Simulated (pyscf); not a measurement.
# H₂N–Ti(OH)(OH)–OH (SMILES [NH2][Ti]([OH])([OH])[OH]), singlet

Gas-phase minimum from PySCF at ωB97X-D3(BJ)/def2-SVP, one conformer. 

```xyz
10

N     -1.8947    -0.1588     1.0412
Ti    -0.0898    -0.4128     0.6283
O      0.3598    -2.0856     1.0917
O      0.1832    -0.2180    -1.1350
O      0.8371     0.8341     1.5128
H     -2.5819    -0.9053     1.1085
H     -2.2870     0.7176     1.3764
H      0.7672    -2.4028     1.9036
H     -0.4503     0.0433    -1.8098
H      1.5026     1.4503     1.1915
```

Bonds (Å): N1–Ti2 1.869, N1–H6 1.017, N1–H7 1.017, Ti2–O3 1.793, Ti2–O4 1.795, Ti2–O5 1.788, O3–H8 0.962, O4–H9 0.962, O5–H10 0.962. Bond angles (°): Ti2–N1–H6 124.6, Ti2–N1–H7 124.2, H6–N1–H7 110.5, N1–Ti2–O3 108.2, N1–Ti2–O4 110.4, N1–Ti2–O5 107.3, O3–Ti2–O4 108.5, O3–Ti2–O5 113.1, O4–Ti2–O5 109.4, Ti2–O3–H8 129.2, Ti2–O4–H9 128.2, Ti2–O5–H10 129.8.

Properties at ωB97X-D3(BJ)/def2-SVP:

```yaml
harmonic_wavenumbers_unscaled: 147, 167, 183, 198, 226, 243, 273, 278, 348, 400, 461, 467, 510, 530, 724, 762, 803, 815, 1499, 3589, 3691, 3945, 3947, 3953 cm⁻¹
zero_point_energy: 40.3 kcal/mol
rotational_symmetry_number: 1
Entropy of this conformer at 298 K and 1 atm, rigid rotor and harmonic oscillator, modes under 100 cm⁻¹ raised to 100: 372.6 J/(mol K)
dipole_moment: 1.56 D
```

Single-point totals, which compare only within one level:

```tsv
level	total energy (hartree)
ωB97X-D3(BJ)/def2-TZVP	-1133.25319
PBE/def2-TZVP	-1132.72021
r²SCAN/def2-TZVP	-1133.07247
B3LYP-D3(BJ)/def2-TZVP	-1133.26423
PBE0-D3(BJ)/def2-TZVP	-1132.72276
M06-2X/def2-TZVP	-1133.06359
ωB97M-D3(BJ)/def2-TZVP	-1133.31242
```

Soft torsions are taken as harmonic, which can shift the entropy by several J/(mol K).
